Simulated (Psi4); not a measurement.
Input for Psi4:
```
memory 2 GB

molecule mol {
0 1
B    -0.357116    0.234094   -0.145035
O    -1.524347   -0.365814   -0.451600
H    -2.256876    0.169604   -0.755878
O    -0.096731    1.561595   -0.223101
H    -0.792150    2.148220   -0.521575
S     0.996104   -0.825989    0.425775
H     1.865568    0.161275    0.587831
}

set {
  basis pcseg-1
  reference rks
}

energy('b3lyp')
print_variables()
```

Q: What dipole moment does B3LYP/pcseg-1 (Psi4 1.11) give?

A: 3.97 D

Q: What nuclear repulsion energy does B3LYP/pcseg-1 give?

A: 149.0874 Eh

Q: Estimate the total energy that B3LYP/pcseg-1 returns for this input.

A: -575.3997 Eh

Q: Give the number of basis functions at the level B3LYP/pcseg-1.

A: 75
